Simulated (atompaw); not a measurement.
# An all-electron radial function and its pseudo partner (Cr (Z = 24))

Columns: radius, all-electron u(r) and pseudo u(r) of the 4p shell (level -1.73 eV) of chromium in the configuration [Ne] 3s2 3p6 3d5 4s0 4p1; PBEsol, scalar-relativistic, PAW (atompaw) scheme, atompaw 4.2.0.5.

```
r (bohr)  all-electron   pseudo
   0.077        0.0629  -0.0008
   0.154        0.0965  -0.0033
   0.231        0.0692  -0.0072
   0.308        0.0117  -0.0120
   0.385       -0.0501  -0.0174
   0.462       -0.1023  -0.0227
   0.538       -0.1390  -0.0273
   0.615       -0.1602  -0.0306
   0.692       -0.1669  -0.0321
   0.769       -0.1615  -0.0312
   0.846       -0.1468  -0.0276
   0.923       -0.1252  -0.0209
   1.000       -0.0988  -0.0111
   1.077       -0.0693   0.0018
   1.154       -0.0380   0.0176
   1.231       -0.0058   0.0361
   1.308        0.0265   0.0568
   1.385        0.0584   0.0793
   1.462        0.0895   0.1031
   1.538        0.1191   0.1275
   1.615        0.1479   0.1525
   1.692        0.1754   0.1776
   1.769        0.2014   0.2022
   1.846        0.2259   0.2261
   1.923        0.2490   0.2490
   2.000        0.2707   0.2707
```

(1) How many radial nodes do the two functions have?

(2) Is the pseudo-wave norm-conserving?

## Answers

(1) The all-electron 4p function has n − l − 1 = 2; the pseudo-wave has 1, since 1 lower shell of the same l stays in the valence.

(2) No, it belongs to a PAW set: the norm inside the radius is not constrained, and the difference is carried by the augmentation charge.
